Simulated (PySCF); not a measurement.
# Os²⁺ (osmium, charge +2) across methods

[Xe] 4f14 5d5 6s1, high-spin 7S determinant (an excited configuration). Computed with PySCF 2.14 in x2c-TZVPPall, with scalar relativity by spin-free X2C-1e.

```
 method   E (hartree)  mean ε 5p β (eV)  mean ε 5d α (eV)  mean ε 6s α (eV)  Σ⟨r²⟩ (bohr²)    ⟨S²⟩
r2SCAN0     -17254.37           -72.652           -29.108           -24.143          45.45  12.003
 r2SCAN     -17254.58           -70.470           -27.441           -23.394          45.53  12.003
    UHF  -17249.20546           -77.766           -33.356           -25.701          45.54  12.005
 revPBE     -17254.96           -69.264           -26.841           -22.916          45.65  12.001
    PBE     -17254.49           -69.342           -26.874           -23.001          45.68  12.001
    LDA     -17243.61           -69.909           -27.013           -23.331          45.74  12.001
LC-wPBE     -17254.25           -74.372           -31.396           -26.095          45.49  12.003
```

Estimate the same row for PBE0.

E (hartree) = -17254.28; mean ε 5p β (eV) = -71.814; mean ε 5d α (eV) = -28.693; mean ε 6s α (eV) = -23.792; Σ⟨r²⟩ (bohr²) = 45.53; ⟨S²⟩ = 12.002.

Spin-orbit coupling, which splits the p, d and f shells strongly at this Z, is absent.
